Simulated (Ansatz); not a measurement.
Isolated molecules relaxed with PBE0-D4/def2-TZVP in Ansatz; ΔE leaves out vibrations. CCSD(T)/CBS is the MP2 limit (def2-TZVPP, def2-QZVPP) plus CCSD(T) − MP2 in def2-TZVPP, frozen cores. This one scheme is used for every species. DFT in def2-TZVPP. B3LYP here is the variant with VWN-RPA as its local correlation; programs differ in this. For Ga outer-core shells are correlated without core-valence functions, which leaves a few kJ/mol of doubt a bond. Scalar relativity is left out up to krypton. Each species was taken in one conformer, which may not be the lowest.

`N#[C][GaH][OH]` + H₂S → `[OH][GaH][SH]` + `C#N`  (ligand exchange at a Ga–C bond)

**Question.** Is it downhill or uphill in electronic energy at CCSD(T)/CBS, and by how much? (Best estimate.)

**Answer.** The calculation gave: Downhill: ΔE = -49.7 kJ/mol.

**Question.** What do these levels give: LDA (SPW92), B3LYP-D4, r2SCANh-D4, PBE0, B3LYP, r2SCAN0? (Best estimate.)

**Answer.** Computed: LDA (SPW92) -55.9, B3LYP-D4 -50.2, r2SCANh-D4 -53.7, PBE0 -52.3, B3LYP -48.4, r2SCAN0 -53.2 kJ/mol.

**Question.** What do rigid-rotor, harmonic-oscillator terms from PBE0-D4/def2-TZVP frequencies (298.15 K, 1 bar) make of the CCSD(T)/CBS value? (Estimate.)

**Answer.** Computed: ΔZPE = +7.1 kJ/mol, ΔH = -44.1 kJ/mol, ΔS = -11 J/(mol·K), ΔG = -41.0 kJ/mol.

Largest T1 diagnostic among the species: 0.015.

Leaving LDA and LC-ωPBE aside and taking each functional with its dispersion term where it has one, the values, not all of them listed here, spread over 7.0 kJ/mol, from PBE-D4 to CAM-B3LYP-D4. LDA lies −3.1 kJ/mol from PBE without D4.
